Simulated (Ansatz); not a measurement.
Geometry optimisation, Ansatz 0.2.0, RKS PBE0-D4/6-31G*.

input.yaml

```yaml
crystal:
  periodic: [false, false, false]
  atoms:
    - { symbol: C, position_ang: [0.09754, 0.99542, -0.9295] }
    - { symbol: C, position_ang: [-0.07078, -0.01987, 0.14508] }
    - { symbol: Si, position_ang: [0.2864, -1.7432, 0.61907] }
    - { symbol: B, position_ang: [-0.58809, -0.30209, 1.49105] }
    - { symbol: H, position_ang: [0.04989, 0.5463, -1.92353] }
    - { symbol: H, position_ang: [-0.67145, 1.76741, -0.86156] }
    - { symbol: H, position_ang: [1.07015, 1.48612, -0.83652] }
    - { symbol: H, position_ang: [0.97059, -2.77408, -0.15553] }
    - { symbol: H, position_ang: [-1.14427, 0.04399, 2.45143] }
basis:
  gaussian: { orbitals: "6-31G*" }
hamiltonian:
  xc: pbe0
  dispersion: d4
relax:
  f_tol: 0.015
  max_steps: 40
output:
  orbitals: {}
```

Run as:

```bash
$ ansatz run input.yaml --threads 1 --pin off --max-ram 2048MiB --backend cpu --events-out ev --progress --plain --runs-dir out
```

Question: Where does it end, and by what steps?

Answer: The forces met the threshold. After 5 steps the energy has fallen by 0.121 eV; H8 moved furthest, 0.17 Å.

| step | energy less start (eV) | largest force component (eV/Å) | accepted |
| --- | --- | --- | --- |
| 0 | 0.0000 | 1.648 | yes |
| 1 | -0.0759 | 0.953 | yes |
| 2 | -0.1097 | 0.233 | yes |
| 3 | -0.1191 | 0.157 | yes |
| 4 | -0.1211 | 0.048 | yes |
| 5 | -0.1213 | 0.010 | yes |

```xyz
9
Properties=species:S:1:pos:R:3
C 0.076 1.005 -0.910
C -0.010 -0.105 0.076
Si 0.312 -1.746 0.585
B -0.562 -0.320 1.451
H 0.022 0.646 -1.944
H -0.707 1.756 -0.756
H 1.042 1.516 -0.802
H 0.979 -2.914 -0.066
H -1.150 0.162 2.367
```

Run time: 20 s on 1 thread of Arm Neoverse V2, on a shared host, peak memory 0.14 GiB.
